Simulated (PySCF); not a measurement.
**MSn cations for M along the chalcogens**

r²SCAN with double-zeta basis sets in PySCF, for the lowest determinant that a PBE0 search found; no spin–orbit coupling. De refers to high-spin ground-configuration atoms (the charge goes to the atom of lower measured ionisation energy or higher electron affinity, which is not always the lowest computed limit). A positive dipole points towards Sn; it is taken about the centre of mass and depends on that origin.

```
 M       basis  charged atom  state (unpaired electrons)  Re (Å)  ωe (cm⁻¹)  De (eV)  μ (D)
 O  x2c-SVPall           Sn+               doublet (π ↑)   2.008        635     3.30   2.46
 S    def2-SVP           Sn+               doublet (π ↑)   2.405        379     3.21   1.38
Te    def2-SVP           Sn+               doublet (π ↑)   2.704        211     2.97   3.03
```

(1) The row for M = Se is missing. Estimate Re, ωe and De as the mean of the rows for S and Te, and compare with the calculation.

The rows differ in basis set, which adds steps of its own.

Spin–orbit coupling is left out, which matters for elements this heavy, above all for dissociation energies. For an ion De counts to the pair picked by the measured ionisation energies or electron affinities, which need not be the lowest pair at this level. States were picked by a PBE0 search and need not be the measured ground states.

Answers

(1) The means are 2.554 Å, 295 cm⁻¹ and 3.09 eV. r²SCAN in def2-SVP gives SnSe⁺ as a doublet (π ↑) with Re = 2.515 Å, ωe = 261 cm⁻¹, De = 3.13 eV, so the estimate is off by +4.0 pm, +13 % and -0.04 eV.
